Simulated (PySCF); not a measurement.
Computed shifts of a molecule C₁₀H₈S₂, PBE0/pcSseg-1 run with PySCF, GIAO, gas phase, atoms alike by connectivity averaged where their shifts nearly agree, in ppm (number of nuclei): ¹³C: 130.5 (4), 128.9 (4), 122.1 (2). ¹H: 6.76 (4), 6.06 (4). References: ¹³C against TMS (σ = 186.3 ppm); ³³S against H2S (σ = 716.7 ppm); ¹H against TMS (σ = 31.56 ppm), references at their B3LYP-D3(BJ)/def2-TZVP geometries, non-relativistic. The structure is a stationary point at B3LYP-D3(BJ)/def2-SVP. The values are those of a single conformer.

Task: Which molecule gave these data?
(A) Sc1ccsc1-c1ccccc1
(B) Sc1cccc2cccc(S)c12
(C) C1=CC(=C2C=CSC=C2)C=CS1
(D) Sc1cscc1-c1ccccc1

Result: C, C1=CC(=C2C=CSC=C2)C=CS1
